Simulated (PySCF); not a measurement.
Isomers of [C7H11]+ (charge +1), one GFN2-xTB conformer each. Single-point energies are computed at PBE0/pcSseg-1 (PySCF, gas phase, no added dispersion term), electronic only.

Task: Rank them by PBE0/pcSseg-1 energy, lowest first (kcal/mol).
A. `[CH3:1][c+:2]1[cH:3][c:4]1[CH:5]([CH3:6])[CH3:7]` (charge +1) with C3–C4–C5–C6 -24°
B. `[CH3:1][CH2:2][C:3]1=[CH:4][CH+:5][CH2:6][CH2:7]1` (charge +1) with C1–C2–C3–C4 180°
C. `[CH3:1][C@@H:2]1[CH2:3][CH:4]=[CH:5][CH+:6][CH2:7]1` (charge +1) with C1–C2–C3–C4 -79°, C2–C3–C4–C5 -20°, C4–C5–C6–C7 6°, C5–C6–C7–C2 20°

Result: B (0.0), C (11.2), A (27.3).

As drawn, the highest has a three-membered ring, which the lowest lacks. GFN2-xTB itself gives, in the same order: 0.0, 12.8, 39.0. Both levels put the same isomer lowest; measured from each level's own lowest isomer, the values differ by up to 11.7 kcal/mol (C[c+]1cc1C(C)C: 39.0 against 27.3).

Task: Which frontier levels and rotational constants go with these structures?

Result: 
```csv
SMILES,"HOMO (eV, PBE0/pcSseg-1)",LUMO (eV),"A, B, C (MHz)"
CCC1=C[CH+]CC1,-13.59,-8.06,"6186, 1849, 1474"
C[C@@H]1CC=C[CH+]C1,-13.51,-8.75,"3784, 2824, 2120"
C[c+]1cc1C(C)C,-14.00,-6.32,"4737, 1739, 1339"
```
